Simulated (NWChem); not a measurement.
Program: NWChem. System: C2H2N2O, charge 0, spin multiplicity 1, at a geometry optimised with PBE/def2-SVP. The structure started from a generated list of species. Level: MP2/cc-pVDZ, 5 core orbitals frozen.

Output (cleaned and shortened):

```
             Northwest Computational Chemistry Package (NWChem) 7.3.0
             --------------------------------------------------------

                                NWChem Input Module
                                -------------------

 Scaling coordinates for geometry "geometry" by  1.889725989
 (inverse scale =  0.529177249)

 Turning off AUTOSYM since
 SYMMETRY directive was detected!

                             Geometry "geometry" -> ""
                             -------------------------

 Output coordinates in angstroms (scale by  1.889725989 to convert to a.u.)

  No.       Tag          Charge          X              Y              Z
 ---- ---------------- ---------- -------------- -------------- --------------
    1 C                    6.0000     1.05620200     0.00000000    -0.27143800
    2 N                    7.0000     0.69736600     0.00000000     0.97923900
    3 N                    7.0000    -0.69736600     0.00000000     0.97923900
    4 C                    6.0000    -1.05620200     0.00000000    -0.27143800
    5 O                    8.0000     0.00000000     0.00000000    -1.13267100
    6 H                    1.0000     2.06673400     0.00000000    -0.69536000
    7 H                    1.0000    -2.06673400     0.00000000    -0.69536000

 Effective nuclear repulsion energy (a.u.)     163.9977026962

            Nuclear Dipole moment (a.u.)
            ----------------------------
        X                 Y               Z
 ---------------- ---------------- ----------------
     0.0000000000     0.0000000000     0.0000037795

      Symmetry information
      --------------------

 Group name             C2v
 Group number             16
 Group order               4
 No. of unique centers     4

      Symmetry unique atoms

     1    2    5    6


 Summary of "ao basis" -> "" (spherical)
 ------------------------------------------------------------------------------
       Tag                 Description            Shells   Functions and Types
 ---------------- ------------------------------  ------  ---------------------
 *                          cc-pvdz                   on all atoms

 Summary of "ao basis" -> "ao basis" (spherical)
 ------------------------------------------------------------------------------
       Tag                 Description            Shells   Functions and Types
 ---------------- ------------------------------  ------  ---------------------
[...]
    1 C    6     5.71   2.00  0.69  0.36  1.91  0.58  0.16
    2 N    7     7.22   2.00  0.80  0.81  2.23  1.32  0.06
    3 N    7     7.22   2.00  0.80  0.81  2.23  1.32  0.06
    4 C    6     5.71   2.00  0.69  0.36  1.91  0.58  0.16
    5 O    8     8.33   2.00  0.84  0.92  2.82  1.72  0.02
    6 H    1     0.90   0.74  0.14  0.03
    7 H    1     0.90   0.74  0.14  0.03

       Multipole analysis of the density wrt the origin
       ------------------------------------------------

     L   x y z        total         open         nuclear
     -   - - -        -----         ----         -------
     0   0 0 0     -0.000000      0.000000     36.000000

     1   1 0 0      0.000000      0.000000      0.000000
     1   0 1 0     -0.000000      0.000000      0.000000
     1   0 0 1     -1.295850      0.000000      0.000004

     2   2 0 0    -16.454895      0.000000    102.625252
     2   1 1 0     -0.000000      0.000000      0.000000
     2   1 0 1     -0.000000      0.000000     -0.000000
     2   0 2 0    -21.080228      0.000000      0.000000
     2   0 1 1     -0.000000      0.000000      0.000000
     2   0 0 2    -24.922301      0.000000     91.203087

                   NWChem MP2 Semi-direct Energy/Gradient Module
                   ---------------------------------------------

  Basis functions       =     80
  Molecular orbitals    =     80
  Frozen core           =      5
  Frozen virtuals       =      0
  Active alpha occupied =     13
  Active beta occupied  =     13
  Active alpha virtual  =     62
  Active beta virtual   =     62
  Use MO symmetry       = T
  Use skeleton AO sym   = T

  AO/Fock/Back tols     =   1.0D-09  1.0D-09  1.0D-09

 GA uses MA = F    GA memory limited = T

 Available:
  local mem=  1.15D+08
 global mem=  1.31D+08
 local disk=  0.00D+00
  mp2_memr nvloc                    62
  nvloc new                    62
   1 passes of  13:        3145728                      33609                   8889919.
   1 passes of  13: M    114684279           G      131059200           F     111538551.

 Semi-direct pass number   1 of   1  for RHF alpha+beta  at        2.1s
  vrange nnbf                  3240
  mp2_eaftype                    33  avail_ma_in_mb                   999
 EAF : mp2_eaftype filesize          33    4444959.
  mp2_eaf for mointskh                     33
Node 0 wrote     20.9 Mb in      0.0 s     Agg I/O rate:  1383.2 Mb/s
 Done moints_semi at        7.3s
  mp2_eaftype                    33  avail_ma_in_mb                   966
 EAF : mp2_eaftype filesize          33    4444959.
  mp2_eaf for kh                    33
 Done maket at        7.5s
 Done multipass loop at        7.5s

          -------------------------------------------
          SCF energy                -260.629396971328
          Correlation energy          -0.765059848448
          Singlet pairs               -0.451119060338
          Triplet pairs               -0.313940788110
          Total MP2 energy          -261.394456819776
          -------------------------------------------

          ---------------------------------------------------
                    Spin Component Scaled (SCS) MP2
          Same spin pairs                     -0.209293858740
          Same spin scaling factor             0.333333333333
          Opposite spin pairs                 -0.555765989708
          Opposite spin scaling fact.          1.200000000000
          SCS-MP2 correlation energy          -0.736683807229
          Total SCS-MP2 energy              -261.366080778557
          ---------------------------------------------------

 -----------------------
 Performance information
 -----------------------

 Timer overhead =  2.24D-07 seconds/call

               Nr. of calls         CPU time (s)                 Wall time (s)                GFlops
             ---------------    -------------------     ------------------------------   -------------------
Name         Min   Avg   Max    Min     Avg     Max     Min     Avg     Max   Mx/calls   Min     Max     Sum
mp2: moin     1     1     1    5.2     5.2     5.2      5.2     5.2     5.2     5.2      0.0     0.0     0.0
mp2: make     1     1     1   0.23    0.23    0.23     0.23    0.23    0.23    0.23      0.0     0.0     0.0
mp2: tota     1     1     1    5.4     5.4     5.4      5.4     5.4     5.4     5.4      0.0     0.0     0.0

 The average no. of pstat calls per process was 3.00D+00
 with a timing overhead of 6.73D-07s

 Task  times  cpu:        7.5s     wall:        7.5s

 Total times  cpu:        7.5s     wall:        7.5s
```

Q: Write an NWChem input that would produce this output.

A: Several could match; the one computed here: 
```
start mol
memory heap 200 mb stack 800 mb global 1000 mb
geometry units angstroms nocenter noautoz
  C      1.056202     0.000000    -0.271438
  N      0.697366     0.000000     0.979239
  N     -0.697366     0.000000     0.979239
  C     -1.056202     0.000000    -0.271438
  O      0.000000     0.000000    -1.132671
  H      2.066734     0.000000    -0.695360
  H     -2.066734     0.000000    -0.695360
  symmetry group C2v
end
basis spherical
  * library cc-pvdz
end
scf
  rhf
  nopen 0
  maxiter 100
  thresh 1e-7
  semidirect memsize 60000000 filesize 0
end
mp2
  freeze core 5
end
task mp2 energy
```
